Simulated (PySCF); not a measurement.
Ni(CO)2 (C₂NiO₂), SMILES [O+]#[C-]->[Ni]<-[C-]#[O+], multiplicity 1.

The structure is a stationary point at B3LYP-D3(BJ)/def2-SVP. The spin state was assumed, not searched.

Computed with PBE/def2-TZVP (PySCF).

Gas-phase values at a fixed geometry.

* **total energy**: -1734.68517 hartree
* **point group**: C2v
* **highest occupied level**: -5.41 eV
* **lowest empty level**: -3.04 eV
* **orbital gap**: 2.37 eV
* **dipole moment**: 1.42 D
* **quadrupole, principal values (traceless, Buckingham form, about the centre of nuclear charge)**: -5.51, 2.47, 3.04 D·Å
* **mean static polarisability**: 57.0 bohr³ (8.44 Å³)
* **polarisability, principal values**: 35.4, 42.7, 92.8 bohr³
